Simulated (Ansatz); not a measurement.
Cost and result for the atomization energy of CHClNOSi (`O=C=N[SiH]Cl`) radical (6 atoms, 5 bonds).

Total charge 0; spin multiplicity 2. The geometry is a stationary point of PBE0-D4/def2-TZVP. It is one conformer, not always the lowest. Program: Ansatz. All runs use 4 threads of an INTEL XEON PLATINUM 8581C on a shared host. Times are those of one run each, without the atoms' runs, and a repeat can differ threefold. Electronic energies, without spin–orbit coupling; frozen cores. CCSD(T)/CBS adds CCSD(T) − MP2 in def2-TZVPP to the MP2 limit, and its time is that of the two runs behind it. T1 = 0.017; ⟨S²⟩ of the reference is 0.76. B3LYP takes the VWN-RPA correlation (the form of Gaussian; ORCA's B3LYP/G).

CCSD(T)/CBS is a level of theory with its own doubt, some kJ/mol a heavy atom from the limit and from the frozen cores, so smaller differences don't rank the functionals.

| level | functions | wall time |
| --- | --- | --- |
| LDA (SPW92)/def2-TZVPP | 191 | 0.75 s |
| revPBE-D4/def2-TZVPP | 191 | 1.2 s |
| PBE-D4/def2-TZVPP (with forces) | 191 | 1.4 s |
| CAM-B3LYP-D4/def2-TZVPP | 191 | 2.2 s |
| B3LYP-D4/def2-TZVPP (with forces) | 191 | 2.3 s |
| B2PLYP/def2-TZVPP | 191 | 2.6 s |
| CCSD(T)/def2-SVP | 83 | 2.8 s |
| r2SCANh-D4/def2-TZVPP | 191 | 3.1 s |
| ωB97X-V/def2-TZVPP | 191 | 4.4 s |
| ωB97M-V/def2-TZVPP (with forces) | 191 | 5.5 s |
| MP2/def2-QZVPP | 341 | 8 s |
| CCSD(T)/def2-TZVPP | 191 | 64 s |
| CCSD(T)/CBS(def2) | – | 72 s |

Task: What atomization energy does each give, and how far from CCSD(T)/CBS? (An estimate is asked.)

Result: The calculation gave: 
| level | atomization (kcal/mol) | difference from CCSD(T)/CBS | per bond |
| --- | --- | --- | --- |
| LDA (SPW92)/def2-TZVPP | 701.3 | 118.6 | 23.7 |
| revPBE-D4/def2-TZVPP | 599.9 | 17.2 | 3.4 |
| PBE-D4/def2-TZVPP (with forces) | 620.4 | 37.7 | 7.5 |
| CAM-B3LYP-D4/def2-TZVPP | 589.7 | 7.0 | 1.4 |
| B3LYP-D4/def2-TZVPP (with forces) | 589.6 | 6.9 | 1.4 |
| B2PLYP/def2-TZVPP | 583.4 | 0.7 | 0.1 |
| CCSD(T)/def2-SVP | 538.5 | -44.2 | -8.9 |
| r2SCANh-D4/def2-TZVPP | 587.9 | 5.2 | 1.0 |
| ωB97X-V/def2-TZVPP | 591.0 | 8.3 | 1.6 |
| ωB97M-V/def2-TZVPP (with forces) | 589.7 | 7.0 | 1.4 |
| MP2/def2-QZVPP | 604.5 | 21.8 | 4.4 |
| CCSD(T)/def2-TZVPP | 561.0 | -21.7 | -4.4 |
| CCSD(T)/CBS(def2) | 582.7 | 0.0 | 0.0 |

In def2-TZVPP, CCSD(T) changes the Hartree–Fock value by +173.9 kcal/mol (the triples alone add +16.7 kcal/mol) and MP2 by +204.4 kcal/mol; breaking electron pairs costs correlation energy, which Hartree–Fock lacks. The D4 term adds +6.1 kcal/mol with B3LYP and +3.2 kcal/mol with PBE0; it sums over pairs of atoms, weighted by their polarisabilities, and B3LYP, whose exchange is more repulsive, gets the larger term. From PBE to PBE0 (25 % exact exchange), in def2-TZVPP and without D4, the atomization energy moves by −25.5 kcal/mol: exact exchange takes away binding that semilocal exchange gives to molecules.
